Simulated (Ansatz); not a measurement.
`O[SiH](S)S` → `O[SiH]` + `SS` at 700 K and 1 bar (silylene formation by 1,1-elimination).

Calculated with Ansatz (gas phase, PBE0-D4/def2-TZVP geometries, no zero-point term in ΔE). CCSD(T)/CBS is the MP2 limit (def2-TZVPP, def2-QZVPP) plus CCSD(T) − MP2 in def2-TZVPP, frozen cores. This one scheme is used for every species. One conformer a species, not always the lowest.

```tsv
species	CCSD(T)/CBS energy (Eh)	H − E (kJ/mol)	S (J/(mol·K))
`O[SiH](S)S`	-1162.32207	184.2	448.7
`O[SiH]`	-365.43832	87.6	287.3
`SS`	-796.74576	82.9	298.8
```

H − E and S are ideal-gas, rigid-rotor, harmonic terms from PBE0-D4/def2-TZVP, for one conformer and one mirror image of each species. 1 Eh = 2625.50 kJ/mol, R = 8.31446 J/(mol·K).

Q: By hand: ΔE, ΔH, ΔS and ΔG.

A: ΔE = (-365.43832) + (-796.74576) − (-1162.32207) = 0.13799 Eh = 362.3 kJ/mol. Δ(H − E) = 87.6 + 82.9 − 184.2 = -13.7, so ΔH = 348.6 kJ/mol. ΔS = 287.3 + 298.8 − 448.7 = 137.4 J/(mol·K). ΔG = 348.6 − 700 × (137.4)/1000 = 252.4 kJ/mol.

Q: By hand: the equilibrium constant, and the temperature at which ΔG would vanish if ΔH and ΔS stayed fixed.

A: log₁₀ K = −ΔG/(RT ln 10) = -18.8. ΔG = 0 at ΔH/ΔS = 2537 K, far beyond where these terms or the molecules hold.

The number of gas molecules changes by +1, which sets the sign of ΔS. A doubt of 5 kJ/mol in ΔE shifts log₁₀ K by 0.4 here. Other conformers and mirror images would add mixing entropy, several J/(mol·K) or more a flexible species. These are equilibria of isolated gas molecules and say nothing of rates. Largest T1 diagnostic: 0.016 (customary marks: 0.02 for closed shells, 0.045 for open ones).
